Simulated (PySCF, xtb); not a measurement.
InCl₃, SMILES [Cl][In]([Cl])[Cl].

GFN2-xTB (xtb 6.7.1) at its own geometry gives an orbital gap of 3.10 eV and a dipole moment of 0.00 D.

Geometry optimised at PBE0-D3(BJ)/def2-SVP. The isomer is the one that the SMILES or the coordinates give; other isomers of the formula were not compared. The def2 effective core potentials stand for the cores of In; spin–orbit coupling is left out.

Problem. What does CAM-B3LYP/def2-TZVPD in PySCF give? (An estimate is asked for; the answer gives what the named calculation found.)

Solution. gap 8.61 eV (levels -10.87 and -2.26 eV), dipole 0.00 D.
